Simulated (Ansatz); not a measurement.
`O[SiH2]/C=C/Cl` + `C1=NC1` → `O[SiH2]C1=NC1` + `C=CCl`  (formal exchange of groups at the Si–C bond)

Program: Ansatz. Geometries: PBE0-D4/def2-TZVP. ΔE: electronic, gas phase. CCSD(T)/CBS adds triple-zeta CCSD(T) − MP2 to the extrapolated MP2 energy (def2 sets, frozen cores). This one scheme is used for every species. DFT in def2-TZVPP. Each species was taken in one conformer, which may not be the lowest.

```tsv
level	ΔE (eV)
PBE	-0.14
MP2/def2-TZVPP	-0.13
```

Problem. What does CCSD(T)/CBS give? (An estimate is asked.)

Solution. The calculation gave: -0.14 eV. The listed levels differ from it by 0.00, 0.01 eV.

Largest T1 diagnostic among the species: 0.012.
